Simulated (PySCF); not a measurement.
Nuclear quadrupole coupling in `CO[Si](C)(C)[SiH3]`

Species: C₃H₁₂OSi₂.
Numbering: `[CH3:1][O:2][Si:3]([CH3:4])([CH3:5])[SiH3:6]` (hydrogens: H7, H8, H9 on C1; H10, H11, H12 on C4; H13, H14, H15 on C5; H16, H17, H18 on Si6)

Structure used (GFN2-xTB), in Å, numbered top down from 1:
```xyz
18
C3H12OSi2 angstrom
C      2.0105   -1.3113    0.3653
O      0.8002   -1.1906   -0.3136
Si    -0.3469   -0.0296   -0.1484
C     -1.6317   -0.6190   -1.4181
C     -1.1105   -0.1063    1.6081
Si     0.5220    2.0783   -0.5788
H      2.5320   -2.1856   -0.0263
H      1.8454   -1.4440    1.4378
H      2.6333   -0.4247    0.2151
H     -2.4915    0.0435   -1.4186
H     -1.9852   -1.6222   -1.1995
H     -1.2210   -0.6284   -2.4228
H     -1.4519   -1.1109    1.8485
H     -1.9631    0.5591    1.7034
H     -0.3898    0.1832    2.3698
H      0.7501    2.3483   -2.0034
H     -0.3382    3.1627   -0.0935
H      1.8275    2.3038    0.0631
```

Field gradients from the PBE0/pcSseg-1 density (PySCF, non-relativistic), principal values in atomic units, ordered |Vxx| ≤ |Vyy| ≤ |Vzz|:

| atom | Vxx | Vyy | Vzz |
| --- | --- | --- | --- |
| O2 | -0.5161 | -1.2116 | 1.7276 |

Find the asymmetry η = (Vxx − Vyy)/Vzz and the couplings χ = eQV/h (234.96 MHz × Q in barn × V in au), with Q(17O) = −0.0256 b.

```tsv
atom	environment	nucleus	η	χzz (MHz)	χxx (MHz)	χyy (MHz)
O2	silyl ether oxygen	17O	0.40	-10.39	3.10	7.29
```

The tensor is traceless: Vxx + Vyy + Vzz = 0.

What is Vzz at O2 in SI units (1 au = 9.71736 × 10²¹ V/m²)?

1.7276 au = 16.788 × 10²¹ V/m².

And the gradient at the other heavy atoms, for which no coupling is worked out here?

| atom | environment | Vzz (au) | η |
| --- | --- | --- | --- |
| C1 | methoxy carbon | 0.395 | 0.06 |
| Si3 | oxygen-bound silicon | 0.384 | 0.29 |
| C4 | Si-methyl carbon | -0.054 | 0.38 |
| C5 | Si-methyl carbon | -0.065 | 0.19 |
| Si6 | SiH3 silicon | -0.134 | 0.25 |

What couplings would deuterons (Q(2H) = 0.00286 b) have in place of the hydrogens, at this geometry?

```tsv
atom	bonded to	bond length (Å)	Vzz (au)	η	χzz (kHz)
H7	C1	1.091	0.3020	0.06	203
H8	C1	1.093	0.2968	0.08	199
H9	C1	1.094	0.2944	0.08	198
H10	C4	1.085	0.3269	0.01	220
H11	C4	1.086	0.3267	0.02	220
H12	C4	1.085	0.3266	0.02	219
H13	C5	1.088	0.3230	0.02	217
H14	C5	1.086	0.3268	0.01	220
H15	C5	1.088	0.3232	0.01	217
H16	Si6	1.468	0.1630	0.01	110
H17	Si6	1.467	0.1637	0.01	110
H18	Si6	1.472	0.1602	0.00	108
```

Geometry: GFN2-xTB, one conformer, isolated molecule. GFN2-xTB frequencies show an imaginary mode (25i cm⁻¹), so this geometry is no minimum at that level. GFN2-xTB bond lengths can be off by several hundredths of an ångström, more for odd bonds, and the gradients follow them. With so small a basis the couplings can be 20 % off.

The run behind these numbers computed NMR shieldings as well. Hardware: one thread of an Arm Neoverse N1, shared host with 64 logical CPUs at a one-minute load of 52. Cost: 39 s, 0.81 GiB resident at most.
